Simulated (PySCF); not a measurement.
**Electron correlation in Ta²⁺ (tantalum, charge +2)**

[Xe] 4f14 5d2 6p1, one real determinant (an excited configuration). Computed with PySCF 2.14 in def2-TZVPPD with the def2 core potential (60 electrons), with a scalar-relativistic core potential. Frozen: nothing; 11 electrons correlated.

```json
{"level": "CCSD", "correlation energy (mhartree)": "-206.66"}
{"level": "(T)", "correlation energy (mhartree)": "-4.70"}
{"level": "CCSD(T)", "correlation energy (mhartree)": "-211.36"}
```

Diagnostics: T1 = 0.0084, D1 = 0.0303, largest double amplitude 0.067.

The real determinant used has ⟨L²⟩ near 14 against 20 for a pure G term, so it mixes terms. Spin-orbit coupling, absent here, splits the open shell strongly.

Cost of the coupled-cluster step: of the order of 17 core-seconds, for 11 correlated electrons.

Iterations:

```
CC2 = 0
CCSD nocc = (np.int64(7), np.int64(4)), nmo = (59, 59)
frozen orbitals [[], []]
max_cycle = 100
direct = 0
conv_tol = 1e-08
conv_tol_normt = 1e-06
diis_space = 8
diis_start_cycle = 0
Init t2, MP2 energy = -0.194083078377309
Init E_corr(UCCSD) = -0.194083078378388
cycle = 1  E_corr(UCCSD) = -0.202583536096379  dE = -0.00850045772  norm(t1,t2) = 0.0350435
cycle = 2  E_corr(UCCSD) = -0.205210323899683  dE = -0.0026267878  norm(t1,t2) = 0.0148512
cycle = 3  E_corr(UCCSD) = -0.206385191133125  dE = -0.00117486723  norm(t1,t2) = 0.0102825
cycle = 4  E_corr(UCCSD) = -0.206396543435367  dE = -1.13523022e-05  norm(t1,t2) = 0.00681096
cycle = 5  E_corr(UCCSD) = -0.206496616985405  dE = -0.00010007355  norm(t1,t2) = 0.00363685
cycle = 6  E_corr(UCCSD) = -0.206648340785782  dE = -0.0001517238  norm(t1,t2) = 0.00205975
cycle = 7  E_corr(UCCSD) = -0.206629780672153  dE = 1.85601136e-05  norm(t1,t2) = 0.00140876
cycle = 8  E_corr(UCCSD) = -0.206650251162562  dE = -2.04704904e-05  norm(t1,t2) = 0.000651218
cycle = 9  E_corr(UCCSD) = -0.206655433605156  dE = -5.18244259e-06  norm(t1,t2) = 0.000247512
cycle = 10  E_corr(UCCSD) = -0.20665444886873  dE = 9.84736425e-07  norm(t1,t2) = 0.000167899
cycle = 11  E_corr(UCCSD) = -0.206656910344417  dE = -2.46147569e-06  norm(t1,t2) = 0.000141164
cycle = 12  E_corr(UCCSD) = -0.206655164741813  dE = 1.7456026e-06  norm(t1,t2) = 9.79502e-05
cycle = 13  E_corr(UCCSD) = -0.206654476929604  dE = 6.8781221e-07  norm(t1,t2) = 6.01472e-05
cycle = 14  E_corr(UCCSD) = -0.206654966161834  dE = -4.8923223e-07  norm(t1,t2) = 4.46218e-05
cycle = 15  E_corr(UCCSD) = -0.206655665657804  dE = -6.9949597e-07  norm(t1,t2) = 2.73805e-05
cycle = 16  E_corr(UCCSD) = -0.20665517771058  dE = 4.87947224e-07  norm(t1,t2) = 1.29296e-05
cycle = 17  E_corr(UCCSD) = -0.20665512809594  dE = 4.96146395e-08  norm(t1,t2) = 5.65717e-06
cycle = 18  E_corr(UCCSD) = -0.206655075823215  dE = 5.22727251e-08  norm(t1,t2) = 2.89634e-06
cycle = 19  E_corr(UCCSD) = -0.206655065814786  dE = 1.00084292e-08  norm(t1,t2) = 1.48038e-06
cycle = 20  E_corr(UCCSD) = -0.206655058270599  dE = 7.54418722e-09  norm(t1,t2) = 7.67072e-07
UCCSD converged
E(UCCSD) = -55.51664844742763  E_corr = -0.2066550582705988
UCCSD(T) correction = -0.00470115765313494
```

The reference is one real determinant that mixes LS terms of this configuration.

The basis has no tight functions for the innermost shells, so their pair energies are far from complete.

This basis was not built for core-valence correlation, so the inner-shell part is incomplete.
